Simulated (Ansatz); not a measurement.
Start from `C[SiH2]B(O)O` and change one atom or group to get `OB(O)[SiH3]`.

Ansatz, PBE0-D4/def2-TZVP geometries, multiplicity 1. Each molecule was computed in one conformer, which needn't be the lowest.

```json
{"property": "LUMO energy (PBE0/def2-TZVPP) / eV", "`C[SiH2]B(O)O`": "-0.10"}
{"property": "LUMO energy (ωB97M-V/def2-TZVPP) / eV", "`C[SiH2]B(O)O`": "1.66"}
{"property": "HOMO–LUMO gap (B3LYP/def2-TZVPP) / eV", "`C[SiH2]B(O)O`": "7.33"}
{"property": "HOMO–LUMO gap (ωB97M-V/def2-TZVPP) / eV", "`C[SiH2]B(O)O`": "11.66"}
{"property": "size of the dipole moment (ωB97M-V/def2-TZVPP) / D", "`C[SiH2]B(O)O`": "2.14"}
{"property": "LUMO energy (B3LYP/def2-TZVPP) / eV", "`C[SiH2]B(O)O`": "-0.30"}
```

Q: Give the same properties after the change, and the shifts. (Estimate.)

A: Computed: 
```csv
property,`OB(O)[SiH3]`,shift
LUMO energy (PBE0/def2-TZVPP) / eV,-0.06,0.04
LUMO energy (ωB97M-V/def2-TZVPP) / eV,1.57,-0.09
HOMO–LUMO gap (B3LYP/def2-TZVPP) / eV,7.92,0.59
HOMO–LUMO gap (ωB97M-V/def2-TZVPP) / eV,12.11,0.45
size of the dipole moment (ωB97M-V/def2-TZVPP) / D,3.35,1.21
LUMO energy (B3LYP/def2-TZVPP) / eV,-0.26,0.04
```

Dipoles are sizes alone; their direction can turn.

B3LYP here is the variant with VWN-RPA as its local correlation; programs differ in this.
